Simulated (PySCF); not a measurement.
Compound: C3H7F3N2OSi.
Bonds: N1–Si2, Si2–N3, N3–C4, C4–O5 (double), N3–C6, C6–C7, C7–F8, C7–F9, C7–F10. Hydrogens: H11, H12 on N1; H13, H14 on Si2; H15 on C4; H16, H17 on C6.

The same species was optimised twice, with GFN2-xTB and with PBE0-D3(BJ)/def2-SVP (PySCF), and the same property calculations (PySCF, gas phase) were run on both structures.

```
      coordinate  GFN2-xTB  PBE0-D3(BJ)/def2-SVP  change
      Si2–N3 (Å)     1.781                 1.811  +0.030
       N3–C4 (Å)     1.339                 1.364  +0.025
       C6–C7 (Å)     1.528                 1.516  -0.012
       N3–C6 (Å)     1.427                 1.435  +0.008
      C7–F10 (Å)     1.342                 1.334  -0.008
       C7–F9 (Å)     1.338                 1.334  -0.004
      N1–Si2 (Å)     1.715                 1.711  -0.004
       C4=O5 (Å)     1.208                 1.212  +0.004
       C7–F8 (Å)     1.338                 1.336  -0.002
   N1–Si2–N3 (°)     104.5                 115.3   +10.8
    N3–C6–C7 (°)     110.8                 112.3    +1.5
   F9–C7–F10 (°)     106.7                 108.1    +1.4
    C4–N3–C6 (°)     121.5                 120.1    -1.4
   F8–C7–F10 (°)     106.7                 108.0    +1.3
    C6–C7–F8 (°)     112.4                 111.1    -1.3
   C6–C7–F10 (°)     111.7                 110.6    -1.1
    N3–C4–O5 (°)     121.8                 122.8    +1.0
N1–Si2–N3–C4 (°)       -67                   -58      +9
Si2–N3–C4–O5 (°)         3                     2      -1
Si2–N3–C6–C7 (°)        83                    82      -1
 N3–C6–C7–F8 (°)       -59                   -59       0
```

Rotational constants: A = 2106, B = 702.8, C = 610.0 MHz (GFN2-xTB) against A = 2060, B = 688.2, C = 590.2 MHz (PBE0-D3(BJ)/def2-SVP). Point groups within 0.08 Å: C1 and C1.

On the GFN2-xTB structure: HOMO (eV) -7.66 [PBE0/pcSseg-1]; LUMO (eV) -0.10 [PBE0/pcSseg-1]; dipole (D) 2.47 [PBE0/pcSseg-1]; GIAO shielding of N1 (ppm) 250.8 [PBE0/pcSseg-1]; GIAO shielding of Si2 (ppm) 378.3 [PBE0/pcSseg-1]; GIAO shielding of N3 (ppm) 135.8 [PBE0/pcSseg-1]; GIAO shielding of C4 (ppm) 13.8 [PBE0/pcSseg-1]; GIAO shielding of O5 (ppm) -106.5 [PBE0/pcSseg-1]; GIAO shielding of C6 (ppm) 137.0 [PBE0/pcSseg-1]; GIAO shielding of C7 (ppm) 53.7 [PBE0/pcSseg-1]; GIAO shielding of F8/F9/F10 (mean) (ppm) 263.8 [PBE0/pcSseg-1].

Task: What do these properties become on the PBE0-D3(BJ)/def2-SVP structure?

Result: 
| property | level | on GFN2-xTB | on PBE0-D3(BJ)/def2-SVP | change |
| --- | --- | --- | --- | --- |
| HOMO (eV) | PBE0/pcSseg-1 | -7.66 | -7.58 | +0.08 |
| LUMO (eV) | PBE0/pcSseg-1 | -0.10 | -0.16 | -0.06 |
| dipole (D) | PBE0/pcSseg-1 | 2.47 | 3.50 | +1.03 |
| energy, GFN2-xTB geometry as zero (kcal/mol) | PBE0/pcSseg-1 | 0.0 | -4.0 | -4.0 |
| GIAO shielding of N1 (ppm) | PBE0/pcSseg-1 | 250.8 | 238.8 | -12.0 |
| GIAO shielding of Si2 (ppm) | PBE0/pcSseg-1 | 378.3 | 385.8 | +7.5 |
| GIAO shielding of N3 (ppm) | PBE0/pcSseg-1 | 135.8 | 123.1 | -12.7 |
| GIAO shielding of C4 (ppm) | PBE0/pcSseg-1 | 13.8 | 11.2 | -2.6 |
| GIAO shielding of O5 (ppm) | PBE0/pcSseg-1 | -106.5 | -121.2 | -14.7 |
| GIAO shielding of C6 (ppm) | PBE0/pcSseg-1 | 137.0 | 136.5 | -0.5 |
| GIAO shielding of C7 (ppm) | PBE0/pcSseg-1 | 53.7 | 55.6 | +1.9 |
| GIAO shielding of F8/F9/F10 (mean) (ppm) | PBE0/pcSseg-1 | 263.8 | 267.7 | +3.9 |

The heavy atoms differ by 0.111 Å rms after alignment. Among the bonds compared Si2–N3 changes most (+0.030 Å). Changes are differences of the printed values. Neither structure is proved a minimum here.
